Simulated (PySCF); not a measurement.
Compound: C8H11NSi.
Numbering: `[cH:1]1[cH:2][cH:3][c:4]([CH:5]2[CH2:6][SiH2:7][CH2:8]2)[n:9][cH:10]1`

Geometry (GFN2-xTB, Å), atoms numbered from 1 in this order:
```xyz
21
C8H11NSi angstrom
C      3.1270   -0.4490   -0.4858
C      2.1068   -0.3196   -1.4170
C      0.8157   -0.1145   -0.9686
C      0.5808   -0.0468    0.4046
C     -0.7962    0.1553    0.9504
C     -1.4993    1.4138    0.3777
Si    -2.8626    0.3515   -0.4338
C     -1.7903   -0.9386    0.4775
N      1.5614   -0.1674    1.2904
C      2.7940   -0.3609    0.8556
H      4.1483   -0.6123   -0.7933
H      2.3169   -0.3797   -2.4760
H     -0.0032   -0.0097   -1.6647
H     -0.7175    0.1897    2.0379
H     -0.8579    1.9898   -0.2865
H     -1.8318    2.0880    1.1639
H     -4.2256    0.5456    0.0576
H     -2.8440    0.2832   -1.8972
H     -2.2648   -1.4481    1.3128
H     -1.3145   -1.7031   -0.1337
H      3.5481   -0.4502    1.6277
```

Definitions: NICS(0) = −σiso at the ring centroid; NICS(1) = −σiso and NICS(1)zz = −σzz at ±1 Å along the ring normal z. Level: GIAO PBE0/pcSseg-1 (PySCF, non-relativistic, gas phase) on the GFN2-xTB geometry, one conformer.

Ring bond lengths (Å), with Mayer bond orders in brackets: C1–C2 1.387 (1.41), C2–C3 1.382 (1.47), C3–C4 1.395 (1.31), C4–N9 1.327 (1.51), N9–C10 1.321 (1.48), C10–C1 1.385 (1.40); C5–C6 1.551 (0.96), C6–Si7 1.909 (0.94), Si7–C8 1.909 (0.94), C8–C5 1.552 (0.96).

Give the NICS values of each ring in ppm.

| ring | type | NICS(0) | NICS(1), two faces | NICS(1)zz, two faces | rms pucker (Å) | centre to ring atoms, mean (Å) |
| --- | --- | --- | --- | --- | --- | --- |
| C1–C2–C3–C4–N9–C10 | 6-membered ring with N; formal bonds all aromatic | -7.2 | -11.0 / -11.0 | -27.3 / -27.3 | 0.00 | 1.37 |
| C5–C6–Si7–C8 | 4-membered ring with Si; formal bonds all single | 3.8 | 0.5 / 1.5 | 5.6 / 4.3 | 0.02 | 1.22 |

What can be read from them?

- C1–C2–C3–C4–N9–C10: mean NICS(1)zz -27.3 ppm, shielded. The ring is flat and has no four-coordinate atom; by the NICS criterion it is aromatic.
- C5–C6–Si7–C8: mean NICS(1)zz 4.9 ppm, deshielded. C5, C6, Si7, C8 have four or more neighbours, so the value isn't read as a sign of a π ring current.

How equal are the bonds by HOMA? HOMA = 1 − mean of α(R − Ropt)² over the ring bonds, with Krygowski's 1993 parameters (CC: Ropt 1.388 Å, α 257.7 Å⁻²; CN: Ropt 1.334 Å, α 93.52 Å⁻²).

- C1–C2–C3–C4–N9–C10: HOMA 0.99; the largest term is that of N9–C10, α(R − Ropt)² = 0.01. The geometric and the magnetic index point the same way.
